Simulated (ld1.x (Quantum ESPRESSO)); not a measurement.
## Transferability test, TM potential for Ni (Z = 28)

```json
{
  "Element": "Ni",
  "Generator": "ld1.x (Quantum ESPRESSO) 7.5",
  "Type": "norm-conserving Troullier–Martins (Kleinman–Bylander form)",
  "Functional": "PBE",
  "Relativity": "scalar-relativistic",
  "Frozen core": "[Ne]",
  "Valence charge": "18",
  "Reference configuration": "3s2 3p6 3d7 4s0 4p0 (charge +3)",
  "Partial waves": "3s (bound): rc 1.25 bohr; 3p (bound): rc 0.85 bohr; 3d (bound): rc 0.85 bohr; 4f channel at 0.5 Ry: rc 1.00 bohr",
  "Local potential": "all-electron potential smoothed inside 1.15 bohr (lloc = -1)",
  "Core correction": "Bessel-smoothed model core inside 0.60 bohr"
}
```

Energies are relative to the spin-unpolarised reference configuration 3s2 3p6 3d7 4s0 4p0; without spin polarisation the order of configurations can differ from experiment.

(1) Give the all-electron excitation energy and the error of the potential for: 3s2 3p6 3d8 4s2 4p0; 3s2 3p6 3d8 4s1 4p0; 3s2 3p6 3d8 4s0 4p0; 3s2 3p6 3d7 4s2 4p0; 3s2 3p6 3d9 4s1 4p0; 3s2 3p6 3d8 4s1 4p1; 3s2 3p6 3d8 4s1.5 4p0.

Results:

(1)

```tsv
valence configuration	charge	ΔE all-electron (eV)	error AE − PS (meV)
3s2 3p6 3d8 4s2 4p0	0	-64.140	-118
3s2 3p6 3d8 4s1 4p0	+1	-54.818	-78
3s2 3p6 3d8 4s0 4p0	+2	-37.467	-7.2
3s2 3p6 3d7 4s2 4p0	+1	-48.021	-158
3s2 3p6 3d9 4s1 4p0	0	-65.735	-69
3s2 3p6 3d8 4s1 4p1	0	-59.545	-74
3s2 3p6 3d8 4s1.5 4p0	+0.5	-60.423	-102
```
